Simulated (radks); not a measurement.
Results of a calculation; reference values are marked as such.
Q: Radial electron density D(r) = 4 pi r^2 rho(r) of an atom or ion with 57.375 electrons. Code: a radial shooting solver on a logarithmic mesh with Libxc functionals. Model: non-relativistic Kohn-Sham, TPSS, spin-polarised, spherical densities, point nucleus; meta-GGA in the generalised Kohn-Sham scheme.

```
   r/bohr * D(r) (the largest magnitude, 96.6, reaches the edge; | marks zero)
 0.002535 |    *
 0.003436 |       *
 0.004656 |            *
 0.006311 |                  *
 0.008621 |                          *
  0.01168 |                                  *
  0.01584 |                                        *
  0.02146 |                                         *
  0.02932 |                                     *
  0.03974 |                                     *
  0.05385 |                                             *
  0.07298 |                                                      *
  0.09891 |                                                   *
   0.1351 |                                          *
   0.1831 |                                             *
   0.2482 |                                             *
   0.3364 |                          *
   0.4595 |                 *
   0.6228 |                    *
   0.8441 |            *
    1.144 |     *
     1.55 |   *
    2.118 | *
    2.871 |*
     3.89 *
    5.272 *
    7.203 *
    9.762 *
```

What is the nuclear charge?

A: Z = 58. The innermost maximum, from 1s, lies near 1/Z = 0.0172 bohr (found: 0.0192), and its height grows with Z. The density is that of the cerium ion Ce0.625+ in [Kr] 4d10 4f1 5s2 5p(up 3, down 2.375) 5d1 6s2; the configuration itself is not fixed sharply by these data, and Z only to a few units. D(r) has 4 maxima, at r = 0.0192, 0.0803, 0.218, 0.603 bohr, and minima at 0.0352, 0.146, 0.442 bohr, inside which lie 1.98, 11.34, 29.02 electrons.
